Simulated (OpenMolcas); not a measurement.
Fe4+ (d4) among equal point charges was computed by CASSCF with the d shell active (OpenMolcas, ANO-RCC-VDZP on the metal). Its lowest spin-free states, and all those of the highest spin:

```json
{"2S+1": "5", "Degeneracy": "1", "E (cm-1)": "0.0"}
{"2S+1": "5", "Degeneracy": "1", "E (cm-1)": "1475"}
{"2S+1": "5", "Degeneracy": "2", "E (cm-1)": "6527"}
{"2S+1": "5", "Degeneracy": "1", "E (cm-1)": "7896"}
{"2S+1": "3", "Degeneracy": "1", "E (cm-1)": "28125"}
{"2S+1": "3", "Degeneracy": "2", "E (cm-1)": "28270"}
{"2S+1": "3", "Degeneracy": "1", "E (cm-1)": "28587"}
{"2S+1": "3", "Degeneracy": "2", "E (cm-1)": "29516"}
{"2S+1": "3", "Degeneracy": "1", "E (cm-1)": "29544"}
{"2S+1": "3", "Degeneracy": "1", "E (cm-1)": "29820"}
{"2S+1": "3", "Degeneracy": "1", "E (cm-1)": "30160"}
{"2S+1": "3", "Degeneracy": "1", "E (cm-1)": "32558"}
```

Q: Is the site octahedral, tetrahedral or cube-like, axial, or of lower symmetry?

A: The states with 2S+1 = 5 have orbital degeneracies 1, 1, 2, 1. There are pairs but no triples, so the site is axial: not cubic, but with a proper or improper axis of order three or more. The run had Fe4+ among 4 point charges of -2 e arranged as a square (D4h), 2.14 Å from the ion.

Without dynamic correlation the repulsion within the d shell is too large (B by tens of per cent), so at a given field states of lower spin stand too high. Point charges give a weaker field than real ligands, and real ions of this kind are often low spin; the high spin found here belongs to the model. This is an electrostatic model: the charges have no orbitals. No measured value stands beside these numbers.
